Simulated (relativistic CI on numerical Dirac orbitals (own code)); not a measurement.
## Pt³⁺: resonant inelastic scattering at the L2,3 edge

Computed with this model: Dirac-Coulomb-Breit CI, KLI orbitals optimised for each configuration, a model potential for QED, Kramers-Heisenberg scattering through one core-hole configuration in a parametric crystal field, unscaled Slater integrals; configurations [Xe] 4f14 5d7 → [He] 2s2 2p5 3s2 3p6 3d10 4s2 4p6 4d10 4f14 5s2 5p6 5d8; 300 K; core-hole width 5 eV; summed over polarisations. Incident energies are the highest absorption maxima for each field (at most a few, so the weaker spin-orbit partner edge can be absent), on the computed scale of the free ion. Intensities are in per cent of the strongest line above 0.02 eV; levels within 1 cm⁻¹ are merged; final levels count from the ground level, the first row holds all elastic scattering, lines under 0.4 are left out and each table stops after 24 rows. The scale of the Slater integrals is a model choice and moves the terms in proportion.

Field parameters in Wybourne normalisation: D3d B²₀ = −7Dσ, B⁴₀ = −14Dq − 21Dτ, B⁴₃ = −14√(10/7) Dq. The field is a parameter set, without covalency.

S is read from ⟨S²⟩ = S(S + 1).

D3d, 10Dq = 33650, Dσ = -400, Dτ = -70 cm⁻¹:

```csv
Final level (eV),Degeneracy,Irrep,S,11563.4 eV
0.000,2,Γ4,0.63,821.5
0.005,2,Γ5+Γ6,0.64,108.7
1.566,2,Γ4,1.48,18.6
1.830,2,Γ5+Γ6,1.44,54.3
1.907,2,Γ4,1.44,56.7
2.579,2,Γ4,1.48,21.4
2.686,2,Γ5+Γ6,1.43,17.8
2.729,2,Γ4,1.44,19.6
3.597,2,Γ4,0.62,100.0
3.608,2,Γ5+Γ6,0.62,92.6
4.133,2,Γ4,0.59,79.5
4.200,2,Γ4,0.59,29.6
4.229,2,Γ5+Γ6,0.59,92.8
4.363,2,Γ4,0.57,55.8
4.737,2,Γ5+Γ6,0.65,35.0
4.810,2,Γ4,0.65,38.7
5.137,2,Γ4,0.56,30.4
5.965,2,Γ4,1.44,1.3
5.965,2,Γ5+Γ6,1.44,1.0
6.096,2,Γ4,1.40,5.2
6.172,2,Γ4,0.91,31.4
6.391,2,Γ5+Γ6,1.39,0.9
6.452,2,Γ4,1.36,1.5
6.578,2,Γ4,1.36,4.6
```

D3d, 10Dq = 22600, Dσ = -20, Dτ = 430 cm⁻¹:

| Final level (eV) | Degeneracy | Irrep | S | 11562.9 eV |
| --- | --- | --- | --- | --- |
| 0.000 | 2 | Γ4 | 0.82 | 460.3 |
| 0.077 | 2 | Γ5+Γ6 | 0.79 | 100.0 |
| 0.606 | 2 | Γ4 | 1.47 | 17.1 |
| 0.880 | 2 | Γ4 | 1.41 | 37.2 |
| 1.035 | 2 | Γ5+Γ6 | 1.41 | 34.7 |
| 1.697 | 2 | Γ4 | 1.45 | 11.8 |
| 1.955 | 2 | Γ4 | 1.38 | 8.5 |
| 1.967 | 2 | Γ5+Γ6 | 1.34 | 9.9 |
| 2.573 | 2 | Γ5+Γ6 | 0.74 | 28.1 |
| 2.589 | 2 | Γ4 | 0.74 | 64.9 |
| 3.175 | 2 | Γ5+Γ6 | 0.67 | 48.5 |
| 3.196 | 2 | Γ4 | 0.71 | 28.8 |
| 3.268 | 2 | Γ4 | 0.71 | 22.0 |
| 3.466 | 2 | Γ4 | 0.75 | 23.8 |
| 3.701 | 2 | Γ4 | 0.79 | 26.3 |
| 3.780 | 2 | Γ5+Γ6 | 0.85 | 19.0 |
| 4.041 | 2 | Γ5+Γ6 | 1.40 | 2.0 |
| 4.048 | 2 | Γ4 | 1.41 | 2.0 |
| 4.139 | 2 | Γ4 | 0.91 | 9.4 |
| 4.265 | 2 | Γ4 | 1.11 | 8.1 |
| 4.566 | 2 | Γ4 | 1.35 | 1.9 |
| 4.626 | 2 | Γ4 | 1.29 | 3.0 |
| 4.699 | 2 | Γ5+Γ6 | 1.26 | 1.2 |
| 5.020 | 2 | Γ4 | 1.02 | 10.3 |

D3d, 10Dq = 42800, Dσ = -990, Dτ = -440 cm⁻¹:

| Final level (eV) | Degeneracy | Irrep | S | 11564 eV | 13274.7 eV |
| --- | --- | --- | --- | --- | --- |
| 0.000 | 2 | Γ5+Γ6 | 0.59 | 778.0 | 45.1 |
| 0.007 | 2 | Γ4 | 0.57 | 109.7 | 9.2 |
| 2.334 | 2 | Γ4 | 1.48 | 16.3 | 2.0 |
| 2.488 | 2 | Γ5+Γ6 | 1.46 | 43.3 | 6.7 |
| 2.919 | 2 | Γ4 | 1.43 | 55.2 | 2.7 |
| 3.424 | 2 | Γ4 | 1.48 | 22.2 | 8.8 |
| 3.581 | 2 | Γ5+Γ6 | 1.46 | 25.3 | 14.2 |
| 3.729 | 2 | Γ4 | 1.47 | 22.4 | 12.0 |
| 4.418 | 2 | Γ4 | 0.59 | 95.9 | 5.3 |
| 4.456 | 2 | Γ5+Γ6 | 0.57 | 92.3 | 4.0 |
| 4.742 | 2 | Γ4 | 0.59 | 66.1 | 18.1 |
| 5.070 | 2 | Γ4 | 0.56 | 37.0 | 14.5 |
| 5.206 | 2 | Γ5+Γ6 | 0.57 | 100.0 | 15.5 |
| 5.402 | 2 | Γ4 | 0.55 | 59.5 | 23.3 |
| 5.685 | 2 | Γ5+Γ6 | 0.59 | 44.6 | 14.8 |
| 5.878 | 2 | Γ4 | 0.59 | 40.8 | 17.7 |
| 6.087 | 2 | Γ4 | 0.54 | 35.7 | 13.8 |
| 7.156 | 2 | Γ4 | 0.61 | 37.6 | 9.7 |
| 7.607 | 2 | Γ4 | 1.13 | 9.3 | 6.0 |
| 7.661 | 2 | Γ5+Γ6 | 1.44 | 0.7 | 0.2 |
| 7.731 | 2 | Γ4 | 1.26 | 4.9 | 3.5 |
| 7.865 | 2 | Γ4 | 1.26 | 4.9 | 3.0 |
| 7.920 | 2 | Γ5+Γ6 | 0.81 | 12.7 | 10.2 |

For the first field the strongest loss at the lowest incident energy is the level at 3.60 eV (S = 0.62, against 0.63 in the thermal ground state). Levels of other spin, the first over 8 % at 1.57 eV, appear because spin-orbit coupling of the core hole, and in heavier ions of the valence shell too, mixes spins.
